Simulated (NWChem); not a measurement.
Species: SiIF3; SMILES F[Si](F)(F)I

```xyz
5

F     -0.3000    -1.4598     1.7517
Si     0.0000     0.0000     1.1804
F      1.4143     0.4701     1.7517
F     -1.1142     0.9898     1.7517
I      0.0000     0.0000    -1.2042
```
Atoms are numbered in this order, from 1.

Computed with NWChem. Medium grid unless said otherwise, to which SCAN and Minnesota functionals are sensitive. All runs use the structure optimised with PBE0/def2-SVP. def2 effective core potentials on I; no spin-orbit coupling. B3LYP is NWChem's, with the RPA form of VWN correlation. Total energies of different functionals are on different scales.

```tsv
level	energy (Ha)	highest occupied level (eV)	orbital gap (eV)	dipole (D)
B3LYP/def2-SVP	-886.7208	-8.30	7.27	1.26
PBE/def2-SVP	-886.1706	-7.34	5.65	1.12
MN15/def2-SVP	-885.5131	-9.09	9.02	1.23
r2SCAN0/def2-SVP	-886.5147	-8.88	8.22	1.26
LRC-wPBEh/def2-SVP	-886.2583	-10.46	11.36	1.22
M06-L/def2-SVP	-886.7393	-7.53	6.12	1.42
PW91/def2-SVP	-886.6115	-7.38	5.62	1.14
PW6B95/def2-SVP	-887.3670	…	…	…
```

Problem. What belongs in the gaps?

Solution. 
- PW6B95/def2-SVP, highest occupied level (eV): -8.65
- PW6B95/def2-SVP, orbital gap (eV): 7.87
- PW6B95/def2-SVP, dipole (D): 1.35
